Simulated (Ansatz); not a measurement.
CH₁₀ClInOSi₃ (`O[C@@H](Cl)[Si@H]([SiH3])[SiH2][InH2]`), relaxed with RKS PBE0-D4/def2-TZVP in Ansatz from a GFN2-xTB geometry. The force threshold is 0.005 eV/Å; the program also tests the step.

Total charge 0; spin multiplicity 1. In takes the def2 core potential.

Start:

```xyz
17

O    -0.492   -0.810   -1.842
C    -0.593   -1.103   -0.466
Cl   -0.340   -2.872   -0.237
Si    0.648   -0.087    0.645
Si    0.663   -1.090    2.748
Si   -0.020    2.083    0.008
In   -0.676    1.636   -2.451
H     0.381   -1.090   -2.156
H    -1.638   -0.918   -0.203
H     1.901   -0.428   -0.082
H     1.210   -0.129    3.707
H    -0.689   -1.441    3.190
H     1.481   -2.300    2.839
H    -1.130    2.510    0.889
H     1.067    3.041    0.287
H     0.499    1.331   -3.715
H    -2.272    1.670   -3.161
```

**Question.** By how much does the energy fall, and how many steps does the optimiser take? (Best estimate.)

**Answer.** Computed: 17.52 kJ/mol, in 19 steps, 1 of them rejected.

**Question.** Which bonds change most? (Estimate.)

**Answer.** The calculation gave: C2–Si4 from 1.952 to 1.927 Å; In7–H16 from 1.752 to 1.728 Å; In7–H17 from 1.747 to 1.723 Å.

**Question.** Give the relaxed structure. (An estimate is asked.)

**Answer.** Computed: 
```xyz
17

O    -0.359   -0.835   -1.958
C    -0.450   -1.228   -0.599
Cl   -0.122   -2.981   -0.452
Si    0.709   -0.195    0.543
Si    0.481   -0.930    2.750
Si    0.092    2.005    0.030
In   -0.835    1.575   -2.346
H     0.539   -1.004   -2.269
H    -1.501   -1.101   -0.336
H     2.071   -0.492    0.005
H     1.239   -0.016    3.645
H    -0.960   -0.873    3.115
H     0.978   -2.318    2.930
H    -0.903    2.462    1.041
H     1.297    2.872    0.144
H     0.262    1.635   -3.680
H    -2.538    1.424   -2.564
```
